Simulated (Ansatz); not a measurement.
Cl4Ti, triplet, at a GFN2-xTB geometry (such geometries of metal compounds can be far from the true shape) (the multiplicity is a formal guess); BLYP-D3BJ/STO-3G (Ansatz, an electronic-structure program).

Ansatz was given this input:
Ansatz 0.2 input:
```yaml
crystal:
  periodic: [false, false, false]
  atoms:
    - {symbol: Ti, position_ang: [0.00025670, 0.01043179, 0.01991298]}
    - {symbol: Cl, position_ang: [1.75167063, -0.53833503, -1.18923378]}
    - {symbol: Cl, position_ang: [0.62939803, 0.50034952, 2.06805868]}
    - {symbol: Cl, position_ang: [-0.97459407, 1.75765139, -0.88960055]}
    - {symbol: Cl, position_ang: [-1.40385797, -1.67884312, 0.09210325]}
basis:
  gaussian:
    orbitals: STO-3G
hamiltonian:
  xc: blyp
  dispersion: d3bj
magnetization: {spin_polarized: true, initial_magnetization: 2}
```

Task: What does Ansatz print? Leave out banner, timings and long lists.

Result: 
```
Functional definition: BLYP
635 factors; integrals over basis functions are off by at most 9.9e-5 eV
mean field evaluation 1: about -72419.1549 eV, gradient 1.4e1 eV
mean field evaluation 2: about -72406.2184 eV, gradient 5.0e1 eV
mean field evaluation 4: about -72419.2772 eV, gradient 9.7e0 eV
mean field evaluation 8: about -72420.4166 eV, gradient 4.8e0 eV
mean field evaluation 16: about -72420.9647 eV, gradient 1.0e-3 eV
mean field evaluation 32: about -72420.8079 eV, gradient 3.1e0 eV
mean field evaluation 64: about -72420.8640 eV, gradient 2.0e0 eV
mean field evaluation 96: about -72420.1660 eV, gradient 1.7e-1 eV
mean field evaluation 128: about -72420.9606 eV, gradient 6.7e-3 eV
mean field -72420.96468297 eV, -2661.4213634061 hartree, gradient 3.2e-6 eV, S^2 2.000927; 10 other end points of the search recorded, 0 dependent functions left out
reference -72420.96495202 eV, -2661.4213732936 hartree; 46, 44 occupied and 8, 10 virtual orbitals, 635 factors
Total energy: -72421.50584721 eV, -2661.4412508250 hartree
```
